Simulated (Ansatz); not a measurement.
**GaH3F− ([GaFH3]-): the vertical detachment energy, rung by rung**

GaH3F−: 5 atoms, total charge -1, spin state singlet. As SMILES, `[H][Ga-]([H])([H])[F]`. Geometry: a GFN2-xTB relaxation, a rough one for these elements and not checked as a minimum.

```jsonl
{"atom": "Ga", "x (Å)": "-0.0016", "y (Å)": "0.0009", "z (Å)": "-0.0921"}
{"atom": "F", "x (Å)": "0.0121", "y (Å)": "-0.0189", "z (Å)": "1.6874"}
{"atom": "H", "x (Å)": "1.4870", "y (Å)": "0.0117", "z (Å)": "-0.5401"}
{"atom": "H", "x (Å)": "-0.7517", "y (Å)": "1.2942", "z (Å)": "-0.5142"}
{"atom": "H", "x (Å)": "-0.7458", "y (Å)": "-1.2880", "z (Å)": "-0.5411"}
```

Quantity: the vertical detachment energy (to the doublet neutral), in eV. The values are calculated.

```tsv
level	kind	program	value (eV)	CPU time (all runs)
BLYP/STO-3G	GGA	Ansatz	-3.17	14 s
BHLYP/STO-3G	global hybrid	Ansatz	?	22 s
PBE0/STO-3G	global hybrid	Ansatz	-3.15	13 s
r2SCAN0/STO-3G	hybrid meta-GGA	Ansatz	?	41 s
CAM-B3LYP/STO-3G	range-separated hybrid	Ansatz	-3.06	16 s
HSE06/STO-3G	range-separated hybrid	Ansatz	-3.15	17 s
B2PLYP/STO-3G	double hybrid	Ansatz	-3.75	18 s
MP2/STO-3G	perturbation theory	Ansatz	-5.45	2.2 s
```

(1) Estimate what the levels marked ? give.

Answers

(1) As computed at these levels: BHLYP/STO-3G: -3.61 eV; r2SCAN0/STO-3G: -3.12 eV. All-electron rows without a relativistic Hamiltonian named are non-relativistic. Sets without diffuse functions describe the anion poorly. The values span -5.45 to -3.06 eV. All rows use very small basis sets, so even the best lies far from the true value. In the correlated wave-function rows the outer d shell of Ga is correlated, in sets not made for it. CPU times are rough (shared hosts, several kinds of processor): they show what a rung costs within a factor of a few.
